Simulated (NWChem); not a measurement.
Molecule: SeBrCl; SMILES Br[Se]Cl

```xyz
3

Se     0.7446    -0.5814     0.0000
Cl    -0.9806    -1.9051     0.0000
Br    -0.2415     1.5106     0.0000
```
Atoms are numbered in this order, from 1.

Level: PBE0/def2-SVP (NWChem), optimised geometry, unscaled harmonic frequencies. This build's default masses of Se (78.918 u) and Br (79.917 u) are each other's, which moves their modes by up to 0.6 %.

### Question
List the harmonic frequencies with IR intensities, and the thermochemistry.

### Answer
| frequency (cm⁻¹) | IR intensity (km/mol) |
|---|---|
| 130 | 0.5 |
| 304 | 16.7 |
| 412 | 29.2 |

The zero-point energy is 1.2 kcal/mol, the thermal correction to the enthalpy at 298.15 K (with zero-point energy) is 4.5 kcal/mol and the heat capacity Cv is 11.0 cal/(mol K). The entropy at 298.15 K and 1 atm (symmetry number 1) is 74.7 cal/(mol K). The dipole moment is 0.96 D.

Rigid rotor and harmonic oscillator.
